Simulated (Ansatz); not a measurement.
`BN(B)CC` + `B1N[SiH2]1` → `BN1B[SiH2]1` + `BNCC`  (ligand exchange at a B–N bond)

Computed with Ansatz on PBE0-D4/def2-TZVP structures; ΔE is electronic, products minus reactants. CBS: MP2 limit from def2 TZ/QZ plus the TZ coupled-cluster correction, frozen cores. One conformer a species, not always the lowest.

```
        level  ΔE (kJ/mol)
CCSD/def2-SVP          8.7
HF/def2-TZVPP          0.2
```

Question: What does CCSD(T)/CBS give? (Estimate.)

Answer: Computed: +12.1 kJ/mol. The listed levels differ from it by -3.4, -11.9 kJ/mol.

Largest T1 diagnostic among the species: 0.014.

Leaving LDA and LC-ωPBE aside and taking each functional with its dispersion term where it has one, the values, not all of them listed here, spread over 5.8 kJ/mol, from BLYP-D4 to ωB97M-V. LDA lies +7.4 kJ/mol from PBE without D4. In def2-TZVPP, CCSD(T) changes the Hartree–Fock value by +11.7 kJ/mol (the triples alone add +1.4 kJ/mol) and MP2 by +12.9 kJ/mol.
